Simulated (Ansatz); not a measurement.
Relaxation of AlFH₅NO₂ (10 atoms, charge 0, multiplicity 1), to a largest force component of 0.03 eV/Å in at most 50 steps.

Level of theory: RKS CAM-B3LYP/def2-SVP in Ansatz 0.2.0.

```xyz
10
Properties=species:S:1:pos:R:3
Al 0.047 -0.323 0.220
N -0.052 -0.119 2.076
H -0.875 -0.381 2.609
H 0.782 -0.287 2.631
O 1.610 -0.350 -0.421
H 1.820 -0.469 -1.351
O -1.306 -0.621 -0.751
H -2.225 -0.662 -0.480
F -0.256 2.500 0.700
H -0.173 2.051 1.513
```

**Question.** Where does it end, and by what steps?

**Answer.** The forces met the threshold. After 19 steps the energy has fallen by 2.331 eV; H10 moved furthest, 1.34 Å. Parted: F9–H10 (0.93 → 2.82 Å). Joined: Al1–F9 (2.88 → 1.68 Å), N2–H10 (2.25 → 1.02 Å).

```tsv
step	energy less start (eV)	largest force component (eV/Å)	accepted
0	0.0000	1.602	yes
1	-0.2459	0.703	yes
2	-0.4683	0.867	yes
3	-0.6991	0.946	yes
4	-0.8095	2.680	yes
5	-1.3777	1.825	yes
6	-1.4702	7.666	yes
7	-1.9896	1.786	yes
8	-1.9331	1.420	no
9	-2.0771	0.677	yes
10	-2.1769	0.451	yes
11	-2.2490	0.464	yes
12	-2.3108	0.176	yes
13	-2.3229	0.121	yes
14	-2.3241	0.406	yes
15	-2.3240	0.182	no
16	-2.3299	0.076	yes
17	-2.3305	0.051	yes
18	-2.3311	0.041	yes
19	-2.3313	0.005	yes
```

```xyz
10
Properties=species:S:1:pos:R:3
Al -0.103 0.335 0.057
N 0.005 0.228 2.050
H -0.721 -0.395 2.406
H 0.925 -0.158 2.276
O 1.483 -0.270 -0.200
H 1.874 -0.454 -1.055
O -1.467 -0.657 -0.255
H -2.187 -0.414 -0.839
F -0.343 1.980 -0.188
H -0.092 1.143 2.493
```

Whether the end is a true minimum wasn't checked by a vibrational analysis.

The run took 49 s on 4 threads of Arm Neoverse N1, with other jobs on the host, peak memory 0.24 GiB.
